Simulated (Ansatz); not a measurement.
Ansatz (an electronic-structure program) input file for C4H9FSi, SMILES C[C@H]1C[C@@]1(F)[SiH3], CAM-B3LYP/def2-SVPD. Geometry: B3LYP-D3(BJ)/def2-SVP. The structure was generated by enumeration; whether it is a known compound was not checked.

Ansatz 0.2 input:
```yaml
crystal:
  periodic: [false, false, false]
  atoms:
    - {symbol: C, position_ang: [-1.59761163, -0.03700666, 1.57117278]}
    - {symbol: C, position_ang: [-1.18822270, -0.58512577, 0.22335855]}
    - {symbol: C, position_ang: [-1.16737651, 0.27098415, -1.01991046]}
    - {symbol: C, position_ang: [0.12297911, -0.24624343, -0.43552200]}
    - {symbol: F, position_ang: [0.69315739, -1.29912959, -1.14277180]}
    - {symbol: Si, position_ang: [1.47839300, 0.85564727, 0.28076598]}
    - {symbol: H, position_ang: [-1.13193354, -0.60463415, 2.39322302]}
    - {symbol: H, position_ang: [-2.69080542, -0.09402714, 1.69834519]}
    - {symbol: H, position_ang: [-1.30898027, 1.01907853, 1.68460433]}
    - {symbol: H, position_ang: [-1.46874881, -1.62924424, 0.04422316]}
    - {symbol: H, position_ang: [-1.39066845, 1.33887164, -0.92781000]}
    - {symbol: H, position_ang: [-1.47668355, -0.18563905, -1.96376635]}
    - {symbol: H, position_ang: [2.27114518, 0.10541778, 1.29540410]}
    - {symbol: H, position_ang: [0.86491592, 2.05534114, 0.91881646]}
    - {symbol: H, position_ang: [2.37723086, 1.29229016, -0.82341045]}
basis:
  gaussian:
    orbitals: def2-SVPD
hamiltonian:
  xc: {name: CAM-B3LYP}
```

Program output:

```
WARN ansatz: RAYON_NUM_THREADS=2 ignored (pool sized by the plan → 2); use --threads N
Functional definition: CAM-B3LYP
integrals: 0.18 GiB planned
1674 factors; their error is unknown
integrals: 0.21 GiB planned
704 factors; integrals over basis functions are off by at most 1.5e-5 eV
mean field: 1.79 GiB planned
mean field evaluation 1: about -14873.4433 eV, gradient 4.4e1 eV
mean field evaluation 2: about -14874.3312 eV, gradient 4.1e1 eV
mean field evaluation 4: about -14877.9697 eV, gradient 1.7e0 eV
mean field evaluation 8: about -14877.9758 eV, gradient 1.5e-1 eV
mean field evaluation 16: about -14877.9897 eV, gradient 2.0e-4 eV
mean field -14877.98970714 eV, -546.7560370738 hartree, gradient 8.2e-5 eV, S^2 0.000000; 0 other end points of the search recorded, 0 dependent functions left out
reference -14877.98985866 eV, -546.7560426422 hartree; 28, 28 occupied and 171, 171 virtual orbitals, 1674 factors
Total energy: -14877.98985866 eV, -546.7560426422 hartree
```

Self-consistency was reached.

Cost: about 14 core-seconds (a rough figure).
